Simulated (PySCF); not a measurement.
Vertical excitations of a molecule C3H5ClOSi from TDDFT-LC-ωPBE/def2-SVPD run with PySCF, as energy in eV (oscillator strength): 6.61 (0.147), 6.88 (0.009), 7.49 (0.009), 7.72 (0.029), 7.99 (0.014), 8.25 (0.025), 8.37 (0.006), 8.43 (0.020), 8.48 (0.018), 8.65 (0.014). Lowest triplet (TDA): 3.95 eV. Coordinates come from a B3LYP-D3(BJ)/def2-SVP optimisation. One conformer was computed; it need not be the lowest.

Task: Which molecule gave these data?
A. Cl[Si@@H]1CC=CO1
B. Cl/C=C1\CO[SiH2]1
C. Cl[SiH2][C@@H]1C=CO1
D. C#CCO[SiH2]Cl

Result: A, Cl[Si@@H]1CC=CO1
